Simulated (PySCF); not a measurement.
Compound: C7H9F3O.
Numbering: `[CH3:1][O:2][C@@H:3]1[CH2:4]/[C:5](=[CH:6]/[CH:7]([F:8])[F:9])[C@@H:10]1[F:11]` (hydrogens: H12, H13, H14 on C1; H15 on C3; H16, H17 on C4; H18 on C6; H19 on C7; H20 on C10)

Structure optimised with GFN2-xTB, isolated species.

(1) Give the optimised bond lengths and angles.

## Answers

(1) 
```
          bond  length (Å)
         C1–O2       1.411
         O2–C3       1.392
         C3–C4       1.544
         C4–C5       1.502
         C5=C6       1.320
         C6–C7       1.499
         C7–F8       1.366
         C7–F9       1.353
        C5–C10       1.507
       C10–F11       1.371
        C3–C10       1.563
C1–H12, C1–H13       1.090
        C1–H14       1.097
        C3–H15       1.100
        C4–H16       1.087
        C4–H17       1.088
        C6–H18       1.080
        C7–H19       1.100
       C10–H20       1.096
```

Bonds in one row agree within 0.01 Å and their mean is given. A selection of angles:
```
     angle  degrees
  C1–O2–C3    114.4
  O2–C3–C4    110.9
 O2–C3–C10    116.5
 C4–C3–C10     88.8
  C3–C4–C5     89.4
  C4–C5–C6    134.5
 C4–C5–C10     92.4
 C6–C5–C10    132.9
  C5–C6–C7    122.5
  C6–C7–F8    110.5
  C6–C7–F9    110.8
  F8–C7–F9    105.8
C5–C10–F11    115.8
 C3–C10–C5     88.5
C3–C10–F11    116.8
```

Torsions: C1–O2–C3–C4 180° (antiperiplanar); O2–C3–C4–C5 -111° (anticlinal); C3–C4–C5–C6 168° (antiperiplanar); C4–C5–C6–C7 -177° (antiperiplanar); C5–C6–C7–F8 -87° (synclinal); C4–C5–C10–F11 126° (anticlinal); O2–C3–C10–C5 106° (anticlinal).

The 6 C–C bonds span 1.320 Å (C5=C6, drawn double) to 1.563 Å (C3–C10, drawn single), a spread of 0.243 Å. Of the pairs four or more bonds apart, F11···H13 is among the closest relative to their van der Waals radii: 2.52 Å, 94 % of the sum of Bondi's values. The 4-membered ring C3–C4–C5–C10 has internal angles of 88.5° to 92.4° (sum 359°, against 360° for a flat polygon); it is slightly puckered (a soft mode that the optimisation may not have finished), 0.05 Å rms from its mean plane, widest ring torsion 7°.

Point group: C1 (no symmetry element, even within 0.4 Å). GFN2-xTB frequencies: not computed here. The numbers are those of one conformer.
